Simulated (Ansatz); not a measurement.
Consider the formal exchange of groups at a Ga–Ga bond: `[GaH2][GaH2]` + `C[SiH]1CN1` → `C[Si@H]1N[C@@H]1[GaH2]` + `[GaH3]`.

Gas-phase electronic energies from Ansatz, PBE0-D4/def2-TZVP geometries. CBS: MP2 limit from def2 TZ/QZ plus the TZ coupled-cluster correction, frozen cores. For Ga outer-core shells are correlated without core-valence functions, which leaves a few kJ/mol of doubt a bond. Scalar relativity is left out up to krypton.

`[GaH2][GaH2]`:

Z-matrix (Å, degrees):
```
Ga
Ga 1 2.459
H 1 1.578 2 122.1
H 1 1.578 2 122.1 3 -179.9
H 2 1.578 1 122.2 3 -90.1
H 2 1.578 1 122.0 3 89.9
```

`C[SiH]1CN1`:

```xyz
11

C     0.395   -1.053    1.236
Si   -0.439   -0.448   -0.312
C    -0.549    1.345   -0.652
N     0.382    0.511   -1.481
H     0.974   -1.960    1.041
H     1.070   -0.292    1.632
H    -0.344   -1.291    2.006
H    -1.406   -1.425   -0.863
H    -0.092    2.018    0.073
H    -1.344    1.820   -1.221
H     1.355    0.775   -1.460
```

`C[Si@H]1N[C@@H]1[GaH2]`:

Z-matrix (Å, degrees):
```
C
Si 1 1.858
H 1 1.093 2 110.9
H 1 1.093 2 110.7 3 119.5
H 1 1.092 2 110.5 3 -120.5
N 2 1.721 1 122.5 3 84.8
C 2 1.852 1 119.8 3 143.9
H 2 1.480 1 113.3 3 -60.6
H 6 1.011 2 122.0 1 -2.5
Ga 7 1.937 2 118.8 1 140.7
H 7 1.094 2 110.3 1 0.0
H 10 1.569 7 120.3 2 61.6
H 10 1.575 7 118.4 2 -112.1
```

`[GaH3]`:

```xyz
4

Ga    0.000    0.001    0.000
H    -0.776   -0.196    1.348
H    -0.745    0.568   -1.258
H     1.521   -0.372   -0.091
```

```tsv
species	SCS-MP2/def2-TZVPP energy (Eh)
`[GaH2][GaH2]`	-3849.23998
`C[SiH]1CN1`	-423.91145
`C[Si@H]1N[C@@H]1[GaH2]`	-2347.93778
`[GaH3]`	-1925.20217
```

**Question.** Work out ΔE.

**Answer.** ΔE = (-2347.93778) + (-1925.20217) − (-3849.23998) − (-423.91145) = 0.01148 Eh = +30.1 kJ/mol. CCSD(T)/CBS gives +35.3 kJ/mol.

Largest T1 diagnostic among the species: 0.014.

The D4 term adds −7.3 kJ/mol with B3LYP and −4.0 kJ/mol with PBE0; it sums over pairs of atoms, weighted by their polarisabilities, and B3LYP, whose exchange is more repulsive, gets the larger term. In def2-TZVPP, CCSD(T) changes the Hartree–Fock value by −13.7 kJ/mol (the triples alone add −3.9 kJ/mol) and MP2 by −21.5 kJ/mol.

B3LYP here is the variant with VWN-RPA as its local correlation; programs differ in this.
